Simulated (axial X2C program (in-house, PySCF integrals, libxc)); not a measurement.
# Low determinants of TiS⁺ at the PBE0 level, with spin–orbit coupling

Calculated with an axial X2C code built on PySCF integrals. Two-component (2c) means X2C with spin–orbit coupling and atomic mean-field two-electron Coulomb and Gaunt terms. Basis: Ti dyall-cv3z [10s10p6d4f2g], S dyall-av3z [9s8p3d2f] (cores contracted in-house); Gaussian nuclei, density fitting, unrestricted open shells. Masses: Ti 47.948 u, S 31.972 u.

Search at 2.026 Å (vertical energies from the lowest determinant):

```json
{"ΔE (eV)": "0.00", "state": "Ω = 3/2", "electrons beyond evenly filled partner blocks": "ω = 3/2", "electrons in ±ω = 1/2, 3/2, 5/2, 7/2": "28 9 0 0"}
{"ΔE (eV)": "0.03", "state": "Ω = 5/2", "electrons beyond evenly filled partner blocks": "ω = 5/2", "electrons in ±ω = 1/2, 3/2, 5/2, 7/2": "28 8 1 0"}
{"ΔE (eV)": "0.76", "state": "Ω = 1/2", "electrons beyond evenly filled partner blocks": "ω = 1/2", "electrons in ±ω = 1/2, 3/2, 5/2, 7/2": "29 8 0 0"}
{"ΔE (eV)": "1.85", "state": "Ω = 9/2", "electrons beyond evenly filled partner blocks": "ω = 1/2, ω = 3/2, ω = 5/2", "electrons in ±ω = 1/2, 3/2, 5/2, 7/2": "29 7 1 0"}
{"ΔE (eV)": "1.89", "state": "Ω = 5/2", "electrons beyond evenly filled partner blocks": "ω = -1/2, 2 × ω = 3/2", "electrons in ±ω = 1/2, 3/2, 5/2, 7/2": "29 8 0 0"}
{"ΔE (eV)": "1.97", "state": "Ω = 1/2", "electrons beyond evenly filled partner blocks": "2 × ω = -1/2, ω = 3/2", "electrons in ±ω = 1/2, 3/2, 5/2, 7/2": "28 9 0 0"}
{"ΔE (eV)": "2.19", "state": "Ω = 1/2", "electrons beyond evenly filled partner blocks": "ω = -1/2, ω = -3/2, ω = 5/2", "electrons in ±ω = 1/2, 3/2, 5/2, 7/2": "27 9 1 0"}
```

Lowest determinant, Ω = 3/2 (⟨Sz⟩ = -0.50, ⟨Lz⟩ = 2.00 at PBE0): Re = 2.023 Å, ωe = 623.2 cm⁻¹.

The determinant in row 2 of the search, Ω = 5/2 (⟨Sz⟩ = 0.50, ⟨Lz⟩ = 2.00 at PBE0), was followed along the bond at PBE0; measured from the minimum of the lowest determinant it gives:

Te = 0.027 eV (220 cm⁻¹), Re = 2.023 Å, ωe = 622.4 cm⁻¹.

(1) Compare the bond of the determinant in row 2 with that of the lowest one.

The search compares states at one distance, so a state with another bond length can lie lower; it is not exhaustive and yields mostly the lowest determinant of each block pattern, so other components and higher states of one pattern are missing. These are energies of single determinants, not of spin-adapted states; PBE0 term energies can be off by some tenths of an eV, and the functional has no current term.

Answers

(1) At PBE0 its Re is the same within 0.001 Å and its force constant, which goes as ωe², is 1.00 times that of the lowest determinant. T0 ≈ Te + Δωe/2 = 220 + (0) = 220 cm⁻¹.
